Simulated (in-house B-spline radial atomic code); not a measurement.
Successive ionisation energies of praseodymium; each step leads to the configuration of the next row (after the last: bare). Dirac energy differences include first-order Breit, QED and recoil terms. NIST's values go from ground level to ground level; the uncertainty of those that are theory runs from under 0.1 % in few-electron ions to several per cent in heavy many-electron ones. Computed with a B-spline radial code for spherical atoms: Dirac-Hartree-Fock, average of the configuration, finite nuclei.

| ion | configuration | ionisation energy (eV) | tabulated value (eV) | tabulated kind | computed minus tabulated (eV) | highest orbital | largest mean radius (bohr) |
| --- | --- | --- | --- | --- | --- | --- | --- |
| Pr54+ | [He] 2s2 2p1 | 10906.7 | 11262 | tabulated theory | -355 | 2p3/2 | 0.097818 |
| Pr55+ | [He] 2s2 | ? | ? | tabulated theory | ? | ? | ? |
| Pr56+ | [He] 2s1 | ? | ? | tabulated theory | ? | ? | ? |
| Pr57+ | 1s2 | 48568.5 | 48571.71 | tabulated theory | -3 | 1s1/2 | 0.023942 |
| Pr58+ | 1s1 | 49722.3 | 49722.44 | tabulated theory | 0 | 1s1/2 | 0.023775 |

Q: Fill in the row of Pr55+.

A: ionisation energy (eV): 11640.9; tabulated value (eV): 11641; computed minus tabulated (eV): 0; highest orbital: 2s1/2; largest mean radius (bohr): 0.097295.

Q: Fill in the row of Pr56+.

A: ionisation energy (eV): 11895.6; tabulated value (eV): 11895.89; computed minus tabulated (eV): 0; highest orbital: 2s1/2; largest mean radius (bohr): 0.096794.

Q: Where is the largest jump?

A: From Pr56+ to Pr57+, by a factor of 4.08 (11896 to 48568 eV); the highest orbital goes from 2s1/2 to 1s1/2.

Where a p, d or f electron is removed, the computed value is a mean over both j, so it misses the tabulated one by a part of the spin-orbit splitting; averaging over terms and missing correlation add to the gap, relatively most at low charge.
